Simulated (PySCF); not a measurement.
# Tl²⁺: ionisation energy

Tl²⁺ [Xe] 4f14 5d10 6s1 (2S) → Tl³⁺ [Xe] 4f14 5d10 (1S), as a difference of total energies. Computed with PySCF 2.14 in x2c-QZVPPall (16s10p9d6f1g, 142 functions), with the spin-free X2C one-electron Hamiltonian (Gaussian nucleus). Correlated levels: valence and next inner shell: [Kr] 4d10 4f14 frozen. The calculations carry no spin-orbit coupling.

| method | ionisation energy (eV) | error (eV) |
| --- | --- | --- |
| UHF | 28.154 | -1.698 |
| LDA | 30.749 | +0.897 |
| PBE | 30.320 | +0.468 |
| PBE0 | 29.954 | +0.102 |
| r2SCAN | 30.169 | +0.317 |
| MP2 (valence and next inner shell) | 29.888 | +0.036 |
| SCS-MP2 (valence and next inner shell) | 29.608 | -0.244 |

Reference: 29.852 eV (measured; NIST Atomic Spectra Database, ionization energies).
